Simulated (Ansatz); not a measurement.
Born–Oppenheimer molecular dynamics of C3H9B (13 atoms, charge 0, multiplicity 1). It starts from a relaxed structure.

Level of theory: RKS PBE-D4/6-31G* in Ansatz 0.2.0.

```
ensemble                      : NVE (velocity Verlet)
time step                     : 0.5 fs
steps asked                   : 100
starting velocities drawn for : 300 K
seed                          : 639669
```

First frame:

```xyz
13
Properties=species:S:1:pos:R:3
B 0.002 -0.001 -0.004
C -0.028 0.015 1.577
H -1.003 -0.223 2.037
H 0.746 -0.643 2.014
H 0.250 1.038 1.907
C 1.386 0.041 -0.766
H 1.550 -0.963 -1.212
H 1.368 0.733 -1.629
H 2.267 0.267 -0.142
C -1.353 -0.057 -0.816
H -1.932 -0.957 -0.528
H -2.000 0.794 -0.521
H -1.254 -0.045 -1.915
```

Task: What does the run give?

Result: The run went to its last step.

```json
{"steps done": "100", "time covered": "50 fs", "mean temperature over the second half": "158 K", "spread of the potential energy over the second half": "3.8 meV per atom", "mean potential energy of the second half above the start": "15.7 meV per atom"}
```

The conserved energy stayed within 0.25 meV per atom of its start (net change 0.12 meV per atom), so the integration is sound. A run of 0.05 ps of so small a system gives no equilibrium averages.

Task: What happens to the structure?

Result: The same pairs are bonded in the first frame and the last. Pairs count as bonded within 1.25 times the sum of covalent radii (0.12 Å more for H–H). Another seed would give other details.

Task: How do temperature and energy run in time?

Result: 
| time (fs) | T (K) | potential energy less start (eV) | conserved less start (meV/atom) |
| --- | --- | --- | --- |
| 0 | 300 | 0.000 | 0.00 |
| 4 | 163 | 0.197 | 0.13 |
| 8 | 70 | 0.330 | 0.24 |
| 12 | 201 | 0.142 | 0.07 |
| 16 | 192 | 0.155 | 0.06 |
| 20 | 139 | 0.232 | 0.21 |
| 24 | 173 | 0.183 | 0.17 |
| 28 | 154 | 0.208 | 0.08 |
| 32 | 141 | 0.228 | 0.13 |
| 36 | 138 | 0.233 | 0.19 |
| 40 | 150 | 0.215 | 0.14 |
| 44 | 228 | 0.103 | 0.07 |
| 48 | 157 | 0.205 | 0.15 |

Time of the run: 4.1 min on 1 thread of Arm Neoverse V2, with other jobs on the host, peak memory 0.11 GiB.
